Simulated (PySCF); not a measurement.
Ionising RbBe

ROHF-CCSD(T); PySCF, scalar-relativistic core potentials, basis sets Rb def2-TZVP with ECP28, Be def2-TZVP. Neutral (ROHF): doublet (σ ↑), Re = 4.091 Å, ωe = 54.5 cm⁻¹, De = 0.04 eV.

RbBe⁺ (RHF): singlet (closed shell), Re = 3.788 Å, ωe = 101 cm⁻¹, De = 0.15 eV to Rb⁺ + Be. The energies at the minima are -38.53044 hartree for RbBe and -38.38387 for RbBe⁺.

(1) Work out the adiabatic ionisation energy, without and with harmonic zero-point energies (1 hartree = 27.2114 eV, 1 eV = 8065.5 cm⁻¹), and the change of the bond length.

Correlated steps freeze no core orbitals. Weak bonds: RbBe, RbBe⁺. Basis-set superposition, not corrected here, can be much of De in a small basis, most of all at correlated wavefunction levels. For an ion De counts to the pair picked by the measured ionisation energies or electron affinities, which need not be the lowest pair at this level. States were picked by a PBE0 search and need not be the measured ground states.

## Answers

(1) At CCSD(T): 0.14657 hartree = 3.988 eV between the minima; the zero-point term (101.0 − 54.5)/2 cm⁻¹ = +0.003 eV makes it 3.991 eV. Re changes by -30.3 pm against the neutral. The electron leaves a σ orbital, and the shorter bond of the ion fits an antibonding orbital, or a change in how ionic the bond is.
